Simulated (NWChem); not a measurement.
System: BeH2; SMILES [BeH2]

The following NWChem deck was run.

```
start job
memory heap 200 mb stack 900 mb global 1100 mb
geometry units angstroms noautosym nocenter noautoz
  Be     0.000000     0.000000     0.000000
  H      0.000000     0.000000     1.338991
  H      0.000000     0.000000    -1.338991
end
basis spherical
  Be library def2-tzvp
  H library def2-tzvp
end
dft
  xc xpbe96 cpbe96
  iterations 150
end
tddft
  cis
  nroots 6
  notriplet
end
task tddft energy
```

Geometry: optimised at PBE0/def2-SVP.

Vertical excitations in the gas phase.

Problem. What results follow from this input? (PBE/def2-TZVP, TDA.) Quantities: basis functions; lowest excitation, singlet (eV); oscillator strength of that lowest state; lowest state with f > 0.02, singlet (eV); oscillator strength of that bright state; orbital gap (eV).

Solution. The number of basis functions comes out as 31 and the lowest excitation, singlet (eV) comes out as 6.00. The oscillator strength of that lowest state is 0.000, the lowest state with f > 0.02, singlet (eV) comes out as 7.63 and the oscillator strength of that bright state is 0.381. The orbital gap (eV) is 5.88.
